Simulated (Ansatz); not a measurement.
Computed with Ansatz.

A structure relaxed at PBE0-D4/def2-TZVP, charge 0, multiplicity 1:

```tsv
atom	x (Å)	y (Å)	z (Å)
O1	2.329	0.438	-0.055
C2	1.286	-0.404	0.400
C3	0.062	-0.333	-0.465
C4	-0.821	0.932	-0.341
Si5	-1.645	-0.636	0.186
H6	1.956	1.314	-0.190
H7	1.698	-1.415	0.396
H8	1.023	-0.163	1.441
H9	0.243	-0.642	-1.493
H10	-1.112	1.427	-1.261
H11	-0.536	1.631	0.442
H12	-2.653	-1.267	-0.691
H13	-1.829	-0.882	1.631
```

(1) Give its formula and SMILES.

(2) Point group (tolerance 0.08 Å, 0.16 Å for H)?

(3) Summarise the bond lengths by kind.

## Answers

(1) C3H8OSi, `OCC1C[SiH2]1`.

(2) C1.

(3) 1 × C–O 1.415 Å; 1 × H–O 0.961 Å; 2 × C–C 1.501 to 1.548 Å; 5 × C–H 1.085 to 1.101 Å; 2 × C–Si 1.848 to 1.852 Å; 2 × H–Si 1.477 to 1.478 Å.
